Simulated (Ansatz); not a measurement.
Compare A (`FC([SiH3])B[SiH3]`) with its isomer B (`BC(F)[SiH2][SiH3]`).

Isolated molecules relaxed with PBE0-D4/def2-TZVP in Ansatz; ΔE leaves out vibrations. CBS: MP2 limit from def2 TZ/QZ plus the TZ coupled-cluster correction, frozen cores. DFT in def2-TZVPP. B3LYP here is the variant with VWN-RPA as its local correlation; programs differ in this. Each species was taken in one conformer, which may not be the lowest.

A:

```xyz
13

F     0.6991   -0.4603   -2.5239
C     0.1272    0.0493   -1.3702
Si    1.5690    0.5605   -0.1311
B    -0.4884   -0.8933   -0.3693
Si   -1.5492   -0.1857    1.1952
H    -0.3520    1.0063   -1.5984
H     1.9564   -0.5639    0.7601
H     1.1331    1.7183    0.6855
H     2.7073    0.9113   -1.0125
H    -0.2639   -2.0652   -0.4508
H    -1.7801    1.2850    1.1380
H    -0.8817   -0.4988    2.4896
H    -2.8766   -0.8635    1.1878
```

B:

```xyz
13

B    -0.714   -1.874   -0.218
C    -1.150   -0.727    0.670
F    -2.507   -0.511    0.843
Si   -0.420    0.655   -0.517
Si    1.710    1.316    0.182
H     0.462   -2.099   -0.275
H    -1.484   -2.448   -0.925
H    -0.639   -0.580    1.626
H    -1.411    1.761   -0.482
H    -0.355    0.134   -1.914
H     1.644    1.809    1.584
H     2.222    2.404   -0.692
H     2.641    0.160    0.119
```

(1) Which isomer does CCSD(T)/CBS put lower? Give the gap. (Best estimate.)

(2) Give E(B) − E(A) in kJ/mol with B3LYP, B3LYP-D4, MP2/def2-TZVPP, PBE0-D4, HF/def2-TZVPP, r2SCAN-D4, CCSD/def2-TZVPP. (An estimate is asked.)

Largest T1 diagnostic: 0.014.

Results:

(1) Computed: B, by 14.1 kJ/mol.

(2) Ansatz gave: B3LYP -17.3, B3LYP-D4 -15.0, MP2/def2-TZVPP -12.9, PBE0-D4 -15.5, HF/def2-TZVPP -21.3, r2SCAN-D4 -13.6, CCSD/def2-TZVPP -14.6. None reverses the order clearly.

In def2-TZVPP, CCSD(T) changes the Hartree–Fock value by +8.0 kJ/mol (the triples alone add +1.3 kJ/mol) and MP2 by +8.4 kJ/mol.
